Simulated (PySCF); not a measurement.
C3H10SSi, SMILES CC[SiH2]SC (GFN2-xTB optimised geometry):

```
15

C      2.576    -1.560     0.014
C      1.059    -1.436     0.004
Si     0.500     0.370     0.000
S     -1.645     0.370     0.000
C     -1.932     2.164     0.000
H      2.881    -2.605     0.017
H      2.996    -1.081     0.895
H      3.006    -1.083    -0.864
H      0.650    -1.950     0.875
H      0.661    -1.950    -0.871
H      0.941     1.098     1.192
H      0.941     1.093    -1.196
H     -1.505     2.602     0.896
H     -3.006     2.313    -0.010
H     -1.487     2.605    -0.886
```

Level of theory: CAM-B3LYP/def2-TZVP in PySCF.

**Question.** What are the frontier orbital energies and the dipole moment?

**Answer.** HOMO-2 -10.00 eV, HOMO-1 -9.56 eV, HOMO -7.95 eV, LUMO 1.19 eV, LUMO+1 1.92 eV; dipole moment 1.09 D.

Meta-Löwdin charges at CAM-B3LYP/def2-TZVP: C1 -0.32, C2 -0.43, Si3 0.63, S4 -0.20, C5 -0.39, H6 0.11, H7 0.11, H8 0.11, H9 0.12, H10 0.12, H11 -0.12, H12 -0.12, H13 0.12, H14 0.14, H15 0.12.
